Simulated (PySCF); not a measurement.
NMR data simulated for an unnamed compound:

1H NMR (400 MHz, computed): δ 12.25 (d, 1H), 5.07 (m, 1H), 1.39 (s, 9H), 0.37 (d, 3H).

13C{1H} NMR (computed): δ 255.1 (CH), 75.4 (C), 32.5 (CH3), -3.9 (CH3).

Theory: geometry: GFN2-xTB, GIAO PBE0/pcSseg-1 shieldings, in PySCF 2.14 (one conformer, non-relativistic Hamiltonian, no solvent model, equivalent nuclei averaged).

δ = σ(ref) − σ, references computed at the same level: 1H (31.72 ppm) and 13C (186.93 ppm) against TMS.

Q: Which of these does the molecule contain: an amide, a Si–CH3 group, an aldehyde, a Si–H bond, an N-methyl group, a tert-butyl group?

A: 
- An amide: no.
- A Si–CH3 group: yes (δC -3.9; δH 0.37 (d)).
- An aldehyde: no.
- A Si–H bond: yes (δH 5.07 (m)).
- An N-methyl group: no.
- A tert-butyl group: yes (δC 32.5, 75.4; δH 1.39 (s)).

The data belong to SMILES CC(O[Si@H](C)C=O)(C)C, C6H14O2Si; they needn't prove each group on their own.

Carbon signals by region: 1 in the far downfield region (above 160 ppm), 1 at 50–100 ppm, 2 below 50 ppm. Above 160 ppm: 255.1, carbonyl carbon.

Shifts are as computed. Against solution values, carbons near 30 ppm lie about +3 ppm off and those near 130 ppm about +5 ppm. Of 1309 compounds with measured shifts, 239 miss one by over three times the rms of a fit or turn the order of signals round; such compounds aren't used in these exercises. Multiplicities follow the n + 1 count of equivalent neighbours, as no J values were calculated; m marks all less simple cases, F and P coupling included.
